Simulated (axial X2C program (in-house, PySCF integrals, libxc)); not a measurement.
**InBr: properties at the nuclei**

Calculated with an in-house all-electron X2C program for linear molecules (integrals from PySCF): two-component X2C with atomic mean-field Coulomb and Gaunt terms, Gaussian nuclei, basis In dyall-cv3z, Br dyall-cv3z with contracted cores.

R = 2.568 Å (near the PBE0 minimum at charge 0 of the determinant lowest at the starting distance; the state shown can have its own minimum elsewhere).

Determinant lowest in the PBE0 search, Ω = 0 (closed shell), highest spinor 42% Br p, 33% In s, 21% In p:

```csv
level,qzz In (a.u.),qzz Br (a.u.),μ (D)
PBE0,-3.65,1.69,-3.52
HF,-3.82,1.64,-3.65
BP86,-3.53,1.55,-3.33
TPSSh,-3.60,1.65,-3.45
PBE,-3.52,1.57,-3.32
```

qzz is the electric field gradient, eQq0 = 234.96 MHz × Q/barn × qzz; μ is positive if the Br end (last atom) is positive. The operators were transformed with the bare-nucleus X2C matrices; with these basis sets, hyperfine constants and field gradients can be off by tens of per cent, and where levels differ in sign neither size nor sign is settled.

Problem. With Q(115In) = 0.772 barn, Q(79Br) = 0.3087 barn (Q from Pyykkö, Mol. Phys. 2018), turn the PBE0 values of the first state into constants in MHz.

Solution. eQq0(115In) = 234.96 × (0.772) × (-3.65) = -662 MHz; eQq0(79Br) = 234.96 × (0.3087) × (1.69) = 123 MHz.

Each state is one determinant with collinear spin. The search compared states at one distance, so a state with another bond length can lie lower.
